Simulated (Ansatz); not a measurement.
C2H4FNOSi can be A, `F[SiH]1COC=N1`, or B, `O[SiH]1C=C(F)N1`.

Calculated with Ansatz (gas phase, PBE0-D4/def2-TZVP geometries, no zero-point term in ΔE). CBS: MP2 limit from def2 TZ/QZ plus the TZ coupled-cluster correction, frozen cores. DFT in def2-TZVPP. One conformer a species, not always the lowest.

A:

Z-matrix (Å, degrees):
```
Si
C 1 1.892
N 1 1.728 2 93.2
F 1 1.594 2 112.2 3 116.0
C 1 2.427 2 63.3 3 1.8
H 1 1.476 2 117.3 3 -120.5
O 2 1.447 1 102.4 3 -3.6
H 2 1.092 1 114.5 3 112.6
H 2 1.091 1 115.3 3 -120.4
H 5 1.090 1 167.1 2 176.1
```

B:

Z-matrix (Å, degrees):
```
Si
C 1 1.826
C 1 2.163 2 38.3
N 1 1.794 2 77.8 3 6.3
O 1 1.630 2 123.4 3 120.4
H 1 1.475 2 119.7 3 -102.8
H 2 1.075 1 146.7 3 179.0
F 3 1.322 1 170.8 2 -139.2
H 4 1.011 1 128.0 2 -126.5
H 5 0.959 1 117.3 2 -35.5
```

Q: Which isomer does CCSD(T)/CBS put lower? Give the gap. (Best estimate.)

A: Ansatz gave: A, by 95.4 kJ/mol.

Q: Give E(B) − E(A) in kJ/mol with PBE0-D4, BLYP-D4, B2PLYP, CCSD(T)/def2-SVP, CCSD(T)/def2-TZVPP, HF/def2-TZVPP, ωB97M-V. (An estimate is asked.)

A: Ansatz gave: PBE0-D4 87.9, BLYP-D4 103.6, B2PLYP 99.4, CCSD(T)/def2-SVP 106.7, CCSD(T)/def2-TZVPP 98.1, HF/def2-TZVPP 107.8, ωB97M-V 91.6. None reverses the order clearly.

Q: Does the order hold for the free energy at 298.15 K (harmonic terms from PBE0-D4)? (Estimate.)

A: The calculation gave: Yes: G(B) − G(A) = +90.2 kJ/mol, for one conformer each.

Largest T1 diagnostic: 0.015.

At CCSD(T), def2-SVP lies +11.3 kJ/mol from the extrapolated value and def2-TZVPP +2.7 kJ/mol. Leaving LDA and LC-ωPBE aside and taking each functional with its dispersion term where it has one, the values, not all of them listed here, spread over 16.1 kJ/mol, from HSE06-D4 to BLYP-D4. LDA lies −9.4 kJ/mol from PBE without D4.
